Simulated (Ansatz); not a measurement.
`[NH]=[V]([OH])([OH])[F]`. The species carries charge 0 and has multiplicity 1. The geometry is a stationary point of PBE0-D4/def2-TZVP. It is one conformer, not always the lowest.

```xyz
8

N     0.683   -0.590   -0.954
V     0.154    0.258    0.299
O    -1.037    1.423   -0.266
O    -0.592   -0.841    1.454
F     1.496    1.084    1.040
H     1.151   -1.073   -1.710
H    -1.255    1.533   -1.194
H    -0.601   -1.793    1.332
```

Task: What is the dipole moment at r2SCAN/def2-TZVPP? (Best estimate.)

Result: The calculation gave: 3.66 D, with components (-0.60, -2.26, -2.82) D in this frame, pointing from negative to positive charge.

Task: And with PBE, B3LYP, ωB97M-V? (Estimate.)

Result: Computed: PBE 3.56 D, B3LYP 3.84 D, ωB97M-V 3.93 D.

Task: Give the Mulliken charges with r2SCAN, PBE, B3LYP in def2-TZVPP. (Best estimate.)

Result: Computed: 
```json
{"atom": "N1", "r2SCAN": "-0.57", "PBE": "-0.53", "B3LYP": "-0.56"}
{"atom": "V2", "r2SCAN": "1.23", "PBE": "1.05", "B3LYP": "1.23"}
{"atom": "O3", "r2SCAN": "-0.46", "PBE": "-0.40", "B3LYP": "-0.44"}
{"atom": "O4", "r2SCAN": "-0.46", "PBE": "-0.40", "B3LYP": "-0.44"}
{"atom": "F5", "r2SCAN": "-0.37", "PBE": "-0.33", "B3LYP": "-0.38"}
{"atom": "H6", "r2SCAN": "0.18", "PBE": "0.18", "B3LYP": "0.18"}
{"atom": "H7", "r2SCAN": "0.23", "PBE": "0.21", "B3LYP": "0.21"}
{"atom": "H8", "r2SCAN": "0.23", "PBE": "0.21", "B3LYP": "0.21"}
```

B3LYP here is the variant with VWN-RPA as its local correlation; programs differ in this.
